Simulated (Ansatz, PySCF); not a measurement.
H4SeSiZn. Atoms are numbered in the order given.

```xyz
7

Zn    -0.1697    -0.2968     0.3374
Se     0.5824     1.1504    -1.3210
H      1.9562     1.0550    -0.7826
Si    -0.9494    -1.7790     2.0245
H     -1.8598    -2.8207     1.4563
H     -1.7051    -1.0511     3.0901
H      0.1898    -2.4885     2.6849
```

Geometry: B3LYP-D3(BJ)/def2-SVP. The structure was generated by enumeration; whether it is a known compound was not checked. Other conformers were not sampled.

Vertical ionisation energy (IE) and electron affinity (EA) in eV. Rows of orbital energies are one-electron estimates. Where ΔSCF, EOM or ADC give a negative EA the extra electron is unbound and the value depends on the basis.

| level | IE | EA |
|---|---|---|
| −ε(HOMO), −ε(LUMO), M06-2X/def2-TZVPD (PySCF) | 8.00 | 0.84 |
| −ε(HOMO), −ε(LUMO), PBE/def2-TZVPD (PySCF) | 5.85 | 2.02 |
| ΔSCF, CAM-B3LYP/def2-SVPD (Ansatz), final states of multiplicity 2 and 2 | 9.07 | -0.23 |
| ΔSCF, PBE/def2-SVPD (Ansatz), final states of multiplicity 2 and 2 | 8.89 | -0.12 |

Problem. What vertical singlet–triplet gap does ΔSCF give with CAM-B3LYP/def2-SVPD (Ansatz, a quantum-chemistry and plane-wave program) and with PBE/def2-SVPD (Ansatz)? (Estimate from the structure and the level; the computed values follow.)

Solution. 4.66 and 4.24 eV (triplet above singlet where positive).
